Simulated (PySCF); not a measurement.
Electron correlation in Sr (strontium, neutral)

[Kr] 5s1 5p1, high-spin 3P determinant (an excited configuration). Computed with PySCF 2.14 in aug-cc-pwCVTZ-X2C (10s9p7d3f, 93 functions), with the spin-free X2C one-electron Hamiltonian (Gaussian nucleus). Frozen: [Ar] 3d10; 10 electrons correlated.

| level | correlation energy (mhartree) |
| --- | --- |
| CCSD | -212.49 |
| (T) | -5.82 |
| CCSD(T) | -218.31 |

Diagnostics: T1 = 0.017, D1 = 0.0738, largest double amplitude 0.039.

Cost of the coupled-cluster step: about 40 core-seconds, for 10 correlated electrons.

Iterations:

```
CC2 = 0
CCSD nocc = (np.int64(6), np.int64(4)), nmo = (79, 79)
frozen orbitals [[0, 1, 2, 3, 4, 5, 6, 7, 8, 9, 10, 11, 12, 13], [0, 1, 2, 3, 4, 5, 6, 7, 8, 9, 10, 11, 12, 13]]
max_cycle = 100
direct = 0
conv_tol = 1e-08
conv_tol_normt = 1e-06
diis_space = 8
diis_start_cycle = 0
Init t2, MP2 energy = -0.196498418235758
Init E_corr(UCCSD) = -0.196498418235982
cycle = 1  E_corr(UCCSD) = -0.20834472487788  dE = -0.0118463066  norm(t1,t2) = 0.0475532
cycle = 2  E_corr(UCCSD) = -0.211183344836279  dE = -0.00283861996  norm(t1,t2) = 0.021514
cycle = 3  E_corr(UCCSD) = -0.212697704754086  dE = -0.00151435992  norm(t1,t2) = 0.0128841
cycle = 4  E_corr(UCCSD) = -0.212401266099266  dE = 0.000296438655  norm(t1,t2) = 0.00421705
cycle = 5  E_corr(UCCSD) = -0.212433303864175  dE = -3.20377649e-05  norm(t1,t2) = 0.00196065
cycle = 6  E_corr(UCCSD) = -0.212495539064566  dE = -6.22352004e-05  norm(t1,t2) = 0.000485195
cycle = 7  E_corr(UCCSD) = -0.212489842606637  dE = 5.69645793e-06  norm(t1,t2) = 0.000139415
cycle = 8  E_corr(UCCSD) = -0.212489379071503  dE = 4.63535134e-07  norm(t1,t2) = 6.23906e-05
cycle = 9  E_corr(UCCSD) = -0.21248979376649  dE = -4.14694987e-07  norm(t1,t2) = 2.37842e-05
cycle = 10  E_corr(UCCSD) = -0.212489751257433  dE = 4.25090569e-08  norm(t1,t2) = 8.89675e-06
cycle = 11  E_corr(UCCSD) = -0.212489647920348  dE = 1.03337085e-07  norm(t1,t2) = 3.35821e-06
cycle = 12  E_corr(UCCSD) = -0.212489670381968  dE = -2.24616206e-08  norm(t1,t2) = 8.52745e-07
cycle = 13  E_corr(UCCSD) = -0.212489673446027  dE = -3.0640587e-09  norm(t1,t2) = 2.95228e-07
UCCSD converged
E(UCCSD) = -3177.530403823676  E_corr = -0.212489673446027
UCCSD(T) correction = -0.00581698296079297
```
